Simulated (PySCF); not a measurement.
PySCF job for arsenic trifluoride anion (AsF3), SMILES F[As](F)F (connectivity only; charge and spin as stated), charge -1, multiplicity 2, TPSSh-D3(BJ)/def2-SVPD. Coordinates come from a TPSSh-D3(BJ)/def2-SVPD optimisation. The multiplicity is an assumed one; other spin states were not compared.

```python
import numpy as np
from pyscf import gto, scf, dft, df
from pyscf.hessian import thermo

mol = gto.M(
    atom='''
    F    -0.00000000   -0.00000000    1.50063703
    As   -0.00000000   -0.00000000   -0.30885718
    F     0.00000000    1.94541381   -0.18408035
    F     0.00000000   -1.94541380   -0.18408035
    ''',
    basis='def2-SVPD',
    charge=-1,
    spin=1,
    max_memory=1600,
    verbose=3,
)
mf = dft.UKS(mol, xc='tpssh').density_fit(auxbasis='def2-universal-jkfit')
mf.disp = 'd3bj'
mf.grids.level = 4
mf.conv_tol = 1e-11
mf.max_cycle = 100
mf.kernel()
fine, coarse = mf.grids, dft.Grids(mol).set(level=1).build(with_non0tab=True)
for _ in range(3):  # follow internal instabilities
    mf.grids = coarse
    mo, _, stable, _ = mf.stability(return_status=True, nroots=4)
    mf.grids = fine
    if stable:
        break
    mf.kernel(mf.make_rdm1(mo, mf.mo_occ))

# [left out here: the lines that compute and print the analytic Hessian (its translational invariance restored by hand, since the grid's response is missing), thermochemistry and intensities]
```

It prints:

```

WARN: HOMO -0.178673984869846 >= LUMO -0.178673984869845

converged SCF energy = -2534.96991634377  <S^2> = 0.75470786  2S+1 = 2.0047023
<class 'pyscf.df.df_jk.DFUKS'> wavefunction is stable in the internal stability analysis

WARN: MGGA Hessian is sensitive to dft grids. grids.level 4 may not be dense enough.


WARN: DFTD3 does not support analytical Hessian, using finite difference


WARN: Mole.unit (angstrom) is changed to Bohr

Mode                                 0                   1                   2
Irrep
Freq [cm^-1]                       91.4252            182.9085            281.1933
Reduced mass [au]                  24.5598             22.6067             19.5768
Force const [Dyne/A]                0.1209              0.4456              0.9120
Char temp [K]                     131.5404            263.1646            404.5746
Normal mode                   x     y     z       x     y     z       x     y     z
       0   F                 0.02  0.00  0.00    0.00 -0.00 -0.06   -0.00  0.18  0.00
       1  As                 0.06 -0.00  0.00    0.00 -0.00 -0.05   -0.00 -0.02 -0.00
       2   F                -0.13  0.00 -0.00   -0.00 -0.03  0.13    0.00 -0.05  0.08
       3   F                -0.13 -0.00 -0.00   -0.00  0.03  0.13    0.00 -0.05 -0.08
Mode                                 3                   4                   5
Irrep
Freq [cm^-1]                      420.8600            424.3479            594.0190
Reduced mass [au]                  25.9447             19.0101             22.6784
Force const [Dyne/A]                2.7075              2.0169              4.7148
Char temp [K]                     605.5238            610.5421            854.6611
Normal mode                   x     y     z       x     y     z       x     y     z
       0   F                 0.00 -0.02 -0.00   -0.00  0.00 -0.06    0.00 -0.00  0.20
       1  As                 0.00  0.07  0.00   -0.00 -0.00  0.00    0.00  0.00 -0.05
       2   F                -0.00 -0.13 -0.02    0.00  0.16  0.02   -0.00  0.04  0.01
       3   F                -0.00 -0.13  0.02    0.00 -0.16  0.02   -0.00 -0.04  0.01
temperature 298.1500 [K]
pressure 101325.00 [Pa]
Rotational constants [GHz] 9.87122 3.51436 2.59167
Symmetry number 2
Zero-point energy (ZPE) 0.00454 [Eh]   11931.278 [J/mol]
                           tot       elec      trans        rot        vib
Entropy [J/mol/K]       317.598      5.763    169.635    101.697     40.504
Cv [J/mol/K]             64.329      0.000     12.472     12.472     39.386
Cp [J/mol/K]             72.644      0.000     20.786     12.472     39.386
Internal energy [J/mol]                      3718.434   3718.434  18554.569
Internal energy [Eh]   -2534.96002  -2534.96992
Enthalpy [J/mol]                             6197.391   3718.434  18554.569
Enthalpy [Eh]          -2534.95907
Gibbs free energy [J/mol]                  -44379.210 -26602.395   6478.308
Gibbs free energy [Eh] -2534.99514
mode   freq/cm-1   IR/(km/mol)
   1       91.43        10.297
   2      182.91        10.447
   3      281.19         0.104
   4      420.86       402.132
   5      424.35         1.512
   6      594.02       103.854
max |gradient| / (hartree/bohr): 2.630252894010891e-05
APT charges: [-0.6537  1.3421 -0.8439 -0.8439]
```

Self-consistency was reached.

Cost: very roughly 4 core-minutes.
